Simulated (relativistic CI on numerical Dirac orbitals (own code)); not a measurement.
# What each ingredient does to the levels of Ta⁶¹⁺

Base calculation: Dirac-Coulomb-Breit CI, orbitals from a KLI potential per configuration, a model potential for QED, unscaled Slater integrals.

CI space (outside the closed core [Ne]): 3s2, 3s 3p, 3p2, 3s 3d, 3d2, 3p 3d, 3p 4s, 3d 4s, 3s 4s, 3s 4p, 3s 4d, 3s 4f, 3s 5s, 3s 5p, 3s 5d, 4s2, 3s 5f, 3s 5g, 3s 6s, 3s 6p, 3s 6d. Levels of other configurations are missing.

Variants: (1) QED terms removed. Shifts of the energy above 3s2 1S_0, in eV, for the lowest level and the first level of each name with at least 55 % of one term (blank where a level changes its place among those of its configuration and J or its character, or is not in the variant):

```csv
Level,Base,Δ(1)
3s2 1S_0,0.00,0.00
3s 3p 3P°_0,136.31,+4.47
3s 3p 3P°_1,151.84,+4.48
3p2 3P_0,326.58,+8.98
3s 3p 3P°_2,482.22,+4.11
3s 3p 1P°_1,519.47,+4.15
3p2 1D_2,656.35,+8.01
3p2 3P_1,658.36,+8.67
3s 3d 3D_1,693.09,+4.95
3s 3d 3D_2,705.77,+5.44
3s 3d 3D_3,771.28,+4.74
3s 3d 1D_2,788.78,+4.95
3p 3d 3F°_2,840.13,+9.51
3p2 3P_2,1011.78,+8.28
3p2 1S_0,1030.69,+8.30
3p 3d 3P°_0,1209.15,+9.14
3p 3d 3P°_1,1209.74,+9.14
3p 3d 3F°_4,1265.56,+8.94
3p 3d 3D°_3,1296.42,+8.94
3p 3d 1P°_1,1309.29,+8.93
3d2 3F_2,1399.59,+9.97
3d2 3P_0,1426.11,+9.97
```

At this charge energies of transitions that change n are usually good to better than 1 %, and those within a shell (Δn = 0) to a few per cent.

Ionisation energy from the two ground configurations alone: base 6768.57 eV; QED terms removed 6773.41 eV. The NIST ASD value (theoretical) is 6769 eV.

LS names give the leading component of a level, which can be under half, so a name can repeat, a term be missing and a line seem to break the LS rules.
